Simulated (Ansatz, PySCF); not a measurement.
PySCF was given this input:
```python
from pyscf import gto, scf, dft

mol = gto.M(
    atom='''
Ge    0.73830000    1.69310000    0.19690000
C    -0.05660000   -0.13480000   -0.01790000
C    -0.23480000   -0.76880000    1.35770000
C     0.87540000   -0.99630000   -0.86300000
C    -1.41360000   -0.01690000   -0.70370000
H     1.96980000    1.67370000    1.04740000
H     1.12640000    2.30020000   -1.12050000
H    -0.22250000    2.64310000    0.84550000
H    -0.66120000   -1.77000000    1.26630000
H     0.72300000   -0.85220000    1.86990000
H    -0.90450000   -0.16830000    1.97240000
H     1.84840000   -1.09430000   -0.38190000
H     1.02290000   -0.55210000   -1.84820000
H     0.45900000   -1.99480000   -0.99710000
H    -1.30850000    0.41750000   -1.69900000
H    -2.08280000    0.61920000   -0.11980000
H    -1.87860000   -0.99840000   -0.80510000
''',
    basis='def2-svp',
    spin=2,
    verbose=4,
)

mf = dft.UKS(mol)
mf.xc = 'revpbe'
mf.grids.atom_grid = (99, 590)
mf.grids.prune = None
mf.kernel()
```

**Question.** Convert this to an input for Ansatz (a first-principles code).

**Answer.** One answer among several that fit: 
Ansatz 0.2 input:
```yaml
crystal:
  periodic: [false, false, false]
  atoms:
    - {symbol: Ge, position_ang: [0.73830000, 1.69310000, 0.19690000]}
    - {symbol: C, position_ang: [-0.05660000, -0.13480000, -0.01790000]}
    - {symbol: C, position_ang: [-0.23480000, -0.76880000, 1.35770000]}
    - {symbol: C, position_ang: [0.87540000, -0.99630000, -0.86300000]}
    - {symbol: C, position_ang: [-1.41360000, -0.01690000, -0.70370000]}
    - {symbol: H, position_ang: [1.96980000, 1.67370000, 1.04740000]}
    - {symbol: H, position_ang: [1.12640000, 2.30020000, -1.12050000]}
    - {symbol: H, position_ang: [-0.22250000, 2.64310000, 0.84550000]}
    - {symbol: H, position_ang: [-0.66120000, -1.77000000, 1.26630000]}
    - {symbol: H, position_ang: [0.72300000, -0.85220000, 1.86990000]}
    - {symbol: H, position_ang: [-0.90450000, -0.16830000, 1.97240000]}
    - {symbol: H, position_ang: [1.84840000, -1.09430000, -0.38190000]}
    - {symbol: H, position_ang: [1.02290000, -0.55210000, -1.84820000]}
    - {symbol: H, position_ang: [0.45900000, -1.99480000, -0.99710000]}
    - {symbol: H, position_ang: [-1.30850000, 0.41750000, -1.69900000]}
    - {symbol: H, position_ang: [-2.08280000, 0.61920000, -0.11980000]}
    - {symbol: H, position_ang: [-1.87860000, -0.99840000, -0.80510000]}
basis:
  gaussian:
    orbitals: def2-SVP
hamiltonian:
  xc: revpbe
magnetization: {spin_polarized: true, initial_magnetization: 2}
accuracy: high
```

Both were run: PySCF gave -2235.799070 Eh and Ansatz -2235.799070 Eh, 0.000 mEh apart.
